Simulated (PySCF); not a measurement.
Cards and structures have been mixed up. Pair them.

Structures:
1. `CC#C[SiH2]OC`
2. `C1(CCCCC1)S`
3. `[SiH3]O[SiH2][SiH3]`
4. `N#C[C@@H]1CC[C@@H](F)C1`

Card P (geometry GFN2-xTB):
- Rotational constants A, B, C: 4.503, 1.391, 1.288 GHz
- Static isotropic polarisability (PBE0/def2-SVPD): 69.9 au
- Dipole moment (PBE0/def2-SVPD): 2.33 D
- Isotropic shieldings of nuclei other than C and H, by class (GIAO PBE0/pcSseg-1): -29 (1 N), 362 (1 F) ppm
- Strongest line among the 8 lowest singlet transitions (TDDFT PBE0/def2-SVPD): S5 at 8.73 eV (142 nm, f = 0.021)
- Lowest triplet excitation (Tamm–Dancoff) (TDA PBE0/def2-SVPD): 6.46 eV
- Lowest singlet excitation (TDDFT PBE0/def2-SVPD): 7.79 eV (159 nm, f = 0.000)

Card Q (geometry GFN2-xTB):
* Rotational constants A, B, C: 5.990, 1.264, 1.084 GHz
* Static isotropic polarisability (PBE0/def2-SVPD): 78.0 au
* Lowest triplet excitation (Tamm–Dancoff) (TDA PBE0/def2-SVPD): 4.93 eV
* Lowest singlet excitation (TDDFT PBE0/def2-SVPD): 5.79 eV (214 nm, f = 0.000)
* Dipole moment (PBE0/def2-SVPD): 2.21 D
* Strongest line among the 6 lowest singlet transitions (TDDFT PBE0/def2-SVPD): S6 at 7.26 eV (171 nm, f = 0.023)
* HOMO energy (PBE0/def2-SVPD): -7.71 eV

Card R (geometry GFN2-xTB):
- Rotational constants A, B, C: 8.044, 1.348, 1.201 GHz
- Static isotropic polarisability (PBE0/def2-SVPD): 86.0 au
- Lowest triplet excitation (Tamm–Dancoff) (TDA PBE0/def2-SVPD): 5.62 eV
- Lowest singlet excitation (TDDFT PBE0/def2-SVPD): 6.22 eV (199 nm, f = 0.017)
- Dipole moment (PBE0/def2-SVPD): 0.27 D
- Core binding energies (ΔSCF SCAN, pcX-2 on the ionised atom, pcseg-1 elsewhere, spin-free X2C, 2p3/2 from a spin–orbit splitting computed afterwards within the 2p shell): Si2p3/2 106.4, Si2p3/2 107.2, Si2p3/2 107.4, O1s 537.7, Si1s 1846.1, Si1s 1847.0, Si1s 1847.3 eV
- HOMO energy (PBE0/def2-SVPD): -8.07 eV

Card S (geometry GFN2-xTB):
* Rotational constants A, B, C: 4.285, 1.416, 1.143 GHz
* Static isotropic polarisability (PBE0/def2-SVPD): 90.6 au
* Strongest line among the 8 lowest singlet transitions (TDDFT PBE0/def2-SVPD): S2 at 6.13 eV (202 nm, f = 0.032)
* Lowest triplet excitation (Tamm–Dancoff) (TDA PBE0/def2-SVPD): 5.01 eV
* Dipole moment (PBE0/def2-SVPD): 2.04 D
* Isotropic shieldings of nuclei other than C and H, by class (GIAO PBE0/pcSseg-1): 536 (1 S) ppm

Species are written as SMILES; each is one conformer at its optimised geometry, gas phase, non-relativistic unless stated. Electronic properties by PySCF. NMR classes are plain means over equivalent atoms (diastereotopic ones count apart unless rotation or inversion swaps them), as if these changed places fast.

Problem. Which card belongs to which structure?

Solution. P = 4, Q = 1, R = 3, S = 2. What ties each card to its structure:
- 1 (card Q), C4H8OSi, monoisotopic mass 100.0 u, 6 heavy atoms: an asymmetric top with C = 1.084 GHz, the lowest such constant on the cards; polarisability 78.0 au for 54 electrons; dipole 2.21 D.
- 2 (card S), C6H12S, monoisotopic mass 116.1 u, 7 heavy atoms: an asymmetric top with C = 1.143 GHz; polarisability 90.6 au for 64 electrons, the largest shown; dipole 2.04 D.
- 3 (card R), H8OSi3, monoisotopic mass 108.0 u, 4 heavy atoms: core lines of O and Si; an asymmetric top with C = 1.201 GHz; polarisability 86.0 au for 58 electrons; dipole 0.27 D.
- 4 (card P), C6H8FN, monoisotopic mass 113.1 u, 8 heavy atoms: an asymmetric top with C = 1.288 GHz, the highest such constant on the cards; polarisability 69.9 au for 60 electrons, the smallest shown; dipole 2.33 D.
